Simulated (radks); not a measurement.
Values are calculated unless marked as measured or tabulated.
Q: The bismuth ion Bi30+, 53 electrons, occupied as [Kr] 4d10 5s2 5p5 (not the ground configuration). Level of theory: scalar-relativistic Kohn-Sham, r2SCAN, spin-polarised, spherical densities, finite nucleus; open shells are filled with parallel spins first (spin-orbit coupling, left out, can overturn this in heavy ions); meta-GGA in the generalised Kohn-Sham scheme; Fermi nuclear charge, rms radius 5.5211 fm (a radial shooting solver on a logarithmic mesh with Libxc functionals). Some entries of the table are withheld. Estimate them.

orbital,occ.,eigenvalue (eV),<r^2> (bohr^2)
1s up,1,-91889.66,0.0003465
1s down,1,-91889.08,0.0003465
2s up,1,-17517.98,0.005251
2s down,1,-17517.85,0.005251
2p up,3,-15155.79,0.004494
2p down,3,-15155.44,0.004494
3s up,1,-5148.478,0.03338
3s down,1,-5148.252,0.03338
3p up,3,-4469.776,0.03460
3p down,3,-4469.465,0.03459
3d up,5,-3791.124,0.02864
3d down,5,-3790.791,0.02864
4s up,1,-1988.631,0.1436
4s down,1,-1988.121,0.1436
4p up,3,-1748.628,0.1586
4p down,3,-1748.140,0.1585
4d up,5,-1483.595,0.1642
4d down,5,-1482.999,0.1641
4f up,0,-1215.099,0.1461
4f down,0,-1214.404,0.1460
5s up,1,-984.7578,0.4855
5s down,1,-981.6827,0.4854
5p up,3,-888.6874,(1)
5p down,2,-885.5984,(2)
6s up,0,-578.8852,1.259
6s down,0,-577.1778,1.267

A: 
(1) 5p up <r^2> (bohr^2): 0.5434
(2) 5p down <r^2> (bohr^2): 0.5438
